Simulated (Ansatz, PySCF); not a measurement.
C₂H₉BiSi, SMILES [CH3][Bi]([SiH3])[CH3]. Atoms are numbered in the order given.

```xyz
13

Bi    -0.2101     0.0142     0.4263
C     -1.2649    -1.4906    -0.9696
H     -0.9234    -2.5071    -0.7300
H     -1.0266    -1.2488    -2.0139
H     -2.3486    -1.4154    -0.8033
C     -0.7839     1.8148    -0.8981
H     -0.6175     1.5597    -1.9531
H     -0.1686     2.6809    -0.6175
H     -1.8452     2.0443    -0.7288
Si     2.0933    -0.2914    -0.9297
H      1.8261    -0.2221    -2.3998
H      2.7269    -1.6122    -0.6296
H      3.0736     0.7823    -0.5799
```

Geometry optimised at B3LYP-D3(BJ)/def2-SVP. The structure was generated by enumeration; whether it is a known compound was not checked. The def2 effective core potentials stand for the cores of Bi; spin–orbit coupling is left out.

Two levels are set side by side: PBE-D3(BJ)/def2-SVP (Ansatz, a quantum-chemistry and plane-wave program) and B3LYP-D3(BJ)/def2-SVP (Ansatz). Each level has its own optimised geometry; the coordinates shown are those of the second. Frequencies come from the Hessian of PySCF at each geometry. Differences are taken from unrounded values.

| quantity | B3LYP-D3(BJ) |
|---|---|
| mean bond length (Å) | 1.532 |
| bond Bi1–C2 (Å) | 2.308 |
| bond Bi1–C6 (Å) | 2.308 |
| bond Bi1–Si10 (Å) | 2.690 |
| bond C2–H3 (Å) | 1.099 |
| bond C2–H4 (Å) | 1.098 |
| bond C2–H5 (Å) | 1.099 |
| bond C6–H7 (Å) | 1.098 |
| bond C6–H8 (Å) | 1.099 |
| bond C6–H9 (Å) | 1.099 |
| bond Si10–H11 (Å) | 1.496 |
| bond Si10–H12 (Å) | 1.495 |
| bond Si10–H13 (Å) | 1.495 |
| highest harmonic wavenumber (cm⁻¹) | 3169 |
| mean harmonic wavenumber (cm⁻¹) | 1272 |
| zero-point energy (kcal/mol) | 59.99 |

Task: What does PBE-D3(BJ) give, and how far is it from B3LYP-D3(BJ)? (The exact figures need the calculation; the answer reports its results.)

Result: 
```tsv
quantity	PBE-D3(BJ)	PBE-D3(BJ) minus B3LYP-D3(BJ)
mean bond length (Å)	1.540	0.008
bond Bi1–C2 (Å)	2.310	0.003
bond Bi1–C6 (Å)	2.310	0.003
bond Bi1–Si10 (Å)	2.691	0.001
bond C2–H3 (Å)	1.106	0.007
bond C2–H4 (Å)	1.106	0.008
bond C2–H5 (Å)	1.107	0.008
bond C6–H7 (Å)	1.106	0.008
bond C6–H8 (Å)	1.106	0.007
bond C6–H9 (Å)	1.107	0.008
bond Si10–H11 (Å)	1.509	0.014
bond Si10–H12 (Å)	1.509	0.013
bond Si10–H13 (Å)	1.509	0.013
highest harmonic wavenumber (cm⁻¹)	3117	-52
mean harmonic wavenumber (cm⁻¹)	1237	-34
zero-point energy (kcal/mol)	58.37	-1.61
```

GGA bonds tend to be longer and softer than those of functionals with exact exchange. Differences between two approximate levels are no errors against the true value.
